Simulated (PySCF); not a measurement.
Input file for PySCF: R-B3LYP/6-31G* on H2S (SMILES S) with ghost functions, monomers drawn apart or pushed together.

```python
from pyscf import gto, scf, dft, mp
from pyscf.data.elements import chemcore

mol = gto.M(
    atom='''
    S     1.20144351   -0.08017689   -0.53455461
    H    -0.04476525   -0.52801572   -0.31494729
    H     0.84537292    1.18737266   -0.27320004
    ghost-Si    0.84869676    0.01128544    2.88473934
    ghost-Cl   -0.84636318    0.90102892    2.08700252
    ghost-H    0.91952356   -1.38031255    2.40623936
    ghost-H    0.70779929    0.04426812    4.35467855
    ghost-H    2.02932047    0.78571487    2.46405130
    ''',
    basis='6-31g*',
    cart=True,
    charge=0, spin=0, verbose=3, max_memory=1800)
mf = dft.RKS(mol, xc='b3lyp')
mf.conv_tol = 1e-8
mf.max_cycle = 100
mf.kernel()
if not mf.converged:
    mf = mf.newton().run(mf.mo_coeff, mf.mo_occ)
```

Q: Predict the final total energy.

A: -399.3863 hartree.
